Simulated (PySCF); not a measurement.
PBE0 on Pr- (praseodymium, charge -1), [Xe] 4f3 6s2 6p1, one real determinant. Calculation: PySCF 2.14, in x2c-TZVPPall with one added diffuse shell each of s, p, d, f type (12s8p8d5f2g, 129 functions); the spin-free X2C one-electron Hamiltonian (Gaussian nucleus).

```
cycle= 1 E= -9236.19474897904  delta_E= -0.0184  |g|= 0.0437  |ddm|= 0.677
cycle= 2 E= -9236.19527628431  delta_E= -0.000527  |g|= 0.0292  |ddm|= 0.113
cycle= 3 E= -9236.19543628547  delta_E= -0.00016  |g|= 0.00843  |ddm|= 0.0315
cycle= 4 E= -9236.19551283718  delta_E= -7.66e-05  |g|= 0.00238  |ddm|= 0.0362
cycle= 5 E= -9236.1955495641  delta_E= -3.67e-05  |g|= 0.00113  |ddm|= 0.0233
cycle= 6 E= -9236.19557300826  delta_E= -2.34e-05  |g|= 0.000454  |ddm|= 0.0356
cycle= 7 E= -9236.19557420207  delta_E= -1.19e-06  |g|= 0.000136  |ddm|= 0.00957
cycle= 8 E= -9236.19557428482  delta_E= -8.27e-08  |g|= 9.63e-05  |ddm|= 0.000885
cycle= 9 E= -9236.19557439256  delta_E= -1.08e-07  |g|= 6.1e-05  |ddm|= 0.000833
cycle= 10 E= -9236.19557444672  delta_E= -5.42e-08  |g|= 1.07e-05  |ddm|= 0.00101
cycle= 11 E= -9236.19557444811  delta_E= -1.38e-09  |g|= 6.86e-06  |ddm|= 0.000119
cycle= 12 E= -9236.19557444878  delta_E= -6.73e-10  |g|= 3.76e-06  |ddm|= 9.38e-05
converged SCF energy = -9236.19557444878  <S^2> = 6.0535691  2S+1 = 5.0213819
```

Highest occupied orbital energy: 0.868 eV; ⟨L²⟩ = 36.17; populations by l: s 11.97, p 25.00, d 20.03, f 3.00.

(1) Can this result be used?

## Answers

(1) With care. The calculation finished and met its thresholds. ⟨L²⟩ = 36.17 against 56 for a pure K term, so this real determinant mixes terms. Spin-orbit coupling, absent here, splits the open shell strongly. The configuration of this anion was assumed by filling the next shell in order. It is not the known or likely ground configuration (Ca⁻, Sr⁻ and Ba⁻, for instance, bind a p electron), so these values are not the electron affinity of the element. At PBE0 the highest occupied level has a positive energy, so only the finite basis holds that electron.
